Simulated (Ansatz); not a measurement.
`C[SiH2]B(F)S` + H–F → `FB(F)S` + `C[SiH3]` at 500 K and 1 bar (cleavage of the B–Si bond).

Program: Ansatz. Geometries: PBE0-D4/def2-TZVP. ΔE: electronic, gas phase. CCSD(T)/CBS adds triple-zeta CCSD(T) − MP2 to the extrapolated MP2 energy (def2 sets, frozen cores). This one scheme is used for every species. Each species was taken in one conformer, which may not be the lowest.

```csv
species,CCSD(T)/CBS energy (Eh),H − E (kJ/mol),S (J/(mol·K))
`C[SiH2]B(F)S`,-853.19003,236.6,437.2
H–F,-100.39570,39.4,188.7
`FB(F)S`,-622.90532,79.8,325.4
`C[SiH3]`,-330.73916,189.7,296.8
```

H − E and S are ideal-gas, rigid-rotor, harmonic terms from PBE0-D4/def2-TZVP, for one conformer and one mirror image of each species. 1 Eh = 2625.50 kJ/mol, R = 8.31446 J/(mol·K).

**Question.** By hand: ΔE, ΔH, ΔS and ΔG.

**Answer.** ΔE = (-622.90532) + (-330.73916) − (-853.19003) − (-100.39570) = -0.05875 Eh = -154.2 kJ/mol. Δ(H − E) = 79.8 + 189.7 − 236.6 − 39.4 = -6.5, so ΔH = -160.7 kJ/mol. ΔS = 325.4 + 296.8 − 437.2 − 188.7 = -3.7 J/(mol·K). ΔG = -160.7 − 500 × (-3.7)/1000 = -158.8 kJ/mol.

**Question.** By hand: the equilibrium constant, and the temperature at which ΔG would vanish if ΔH and ΔS stayed fixed.

**Answer.** log₁₀ K = −ΔG/(RT ln 10) = 16.6. ΔG = 0 at ΔH/ΔS = 43432 K, far beyond where these terms or the molecules hold.

The number of gas molecules stays the same, so ΔS is small and ΔH decides. A doubt of 5 kJ/mol in ΔE shifts log₁₀ K by 0.5 here. Other conformers and mirror images would add mixing entropy, several J/(mol·K) or more a flexible species. Modes under 60 cm⁻¹, often nearly free rotors, make the harmonic entropy too high. These are equilibria of isolated gas molecules and say nothing of rates. Largest T1 diagnostic: 0.013 (customary marks: 0.02 for closed shells, 0.045 for open ones).
